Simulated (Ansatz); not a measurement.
Stepwise reaction of `C[CH2][Al]([SH])[SH]` with hydrogen, as a gas-phase model of exchange steps in deposition or etching. ΔE in kJ/mol; ΔG adds harmonic PBE0-D4 terms to CCSD(T)/CBS, at 1 bar.

Gas-phase electronic energies from Ansatz, PBE0-D4/def2-TZVP geometries. CCSD(T)/CBS is the MP2 limit (def2-TZVPP, def2-QZVPP) plus CCSD(T) − MP2 in def2-TZVPP, frozen cores. This one scheme is used for every species. Functionals use def2-TZVPP. B3LYP here is the variant with VWN-RPA as its local correlation; programs differ in this. Each species was taken in one conformer, which may not be the lowest.

```csv
step,reaction,PBE-D4,B3LYP-D4,ωB97M-V,CCSD(T)/CBS,ΔG(600 K)
1,`C[CH2][Al]([SH])[SH]` + H₂ → `C[CH2][AlH][SH]` + H₂S,100.4,96.0,95.5,99.7,87.7
2,`C[CH2][AlH][SH]` + H₂ → `C[CH2][AlH2]` + H₂S,112.7,106.9,107.1,110.8,90.7
```

**Question.** By hand: ΔE of the 2 steps together at CCSD(T)/CBS.

**Answer.** (99.7) + (110.8) = 210.5 kJ/mol, or 105.2 kJ/mol a step.

In ΔE each step is higher than the one before. All are uphill at CCSD(T)/CBS. ΔG lies between 87.7 and 90.7 kJ/mol a step. PBE-D4 differs from CCSD(T)/CBS by 0.7 to 1.9 kJ/mol a step. Only this route is followed, and other bonds may react first. Isolated molecules leave out the surface, adducts and barriers. Largest T1 diagnostic: 0.011.
